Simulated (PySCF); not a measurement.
SCF from a fresh guess for triplet PtS3, at the PBE0 minimum. PySCF input:

```python
from pyscf import gto, scf, dft
mol = gto.M(atom='''
Pt     0.000000     0.000000    -0.000000
S      2.117450     0.000010     0.000000
S     -1.058730     1.833760    -0.000000
S     -1.058720    -1.833770    -0.000000''',
    basis={'Pt': 'def2-SVP', 'S': 'def2-SVP'},
    ecp={'Pt': 'def2-SVP'},
    charge=0, spin=2)
mf = dft.UKS(mol, xc='PBE')
mf.grids.atom_grid = (50, 194)
aux = {'Pt': 'def2-universal-JKFIT', 'S': 'def2-universal-JKFIT'}
mf = mf.density_fit(auxbasis=aux)
mf.conv_tol = 1e-08
mf.diis_space = 10
mf.max_cycle = 60
mf.init_guess = 'minao'
mf.verbose = 4
mf.kernel()
```

Excerpt of the output (cycles alone):

```
init E= -1301.86372261503
cycle= 1 E= -1312.18504225252  delta_E= -10.3  |g|= 1.27  |ddm|= 5.87
cycle= 2 E= -1298.25384148556  delta_E= 13.9  |g|= 3.78  |ddm|= 11.6
cycle= 3 E= -1312.95647730617  delta_E= -14.7  |g|= 0.543  |ddm|= 11.4
cycle= 4 E= -1313.09787550727  delta_E= -0.141  |g|= 0.172  |ddm|= 0.637
cycle= 5 E= -1313.11204200432  delta_E= -0.0142  |g|= 0.0929  |ddm|= 0.286
cycle= 6 E= -1313.10310556699  delta_E= 0.00894  |g|= 0.135  |ddm|= 0.198
cycle= 7 E= -1313.11581127395  delta_E= -0.0127  |g|= 0.0265  |ddm|= 0.182
cycle= 8 E= -1313.11622289361  delta_E= -0.000412  |g|= 0.00533  |ddm|= 0.0316
cycle= 9 E= -1313.11622890721  delta_E= -6.01e-06  |g|= 0.00337  |ddm|= 0.00823
cycle= 10 E= -1313.11623499107  delta_E= -6.08e-06  |g|= 0.00177  |ddm|= 0.00602
cycle= 11 E= -1313.11623710986  delta_E= -2.12e-06  |g|= 4.4e-05  |ddm|= 0.00214
cycle= 12 E= -1313.11623711109  delta_E= -1.24e-09  |g|= 1.84e-05  |ddm|= 8.8e-05
Extra cycle  E= -1313.1162371074  delta_E= 3.69e-09  |g|= 8.41e-05  |ddm|= 0.000104
converged SCF energy = -1313.1162371074  <S^2> = 2.0042964  2S+1 = 3.0028629
```

No lower solution of this spin was found from smeared starts or by a stability analysis within the unrestricted form.

Other spin states or occupations of the open shell can lie lower. With an element this heavy the missing spin–orbit coupling can shift these numbers.

The search for the lowest solution, 3 starts and the stability check together, took 26 s on 4 threads of a shared Intel Xeon @ 2.50GHz (Skylake/Cascade Lake) host, with 86 basis functions; the process peaked at 0.4 GiB. Launch command: `OMP_NUM_THREADS=4 python axn.py task.json out`.
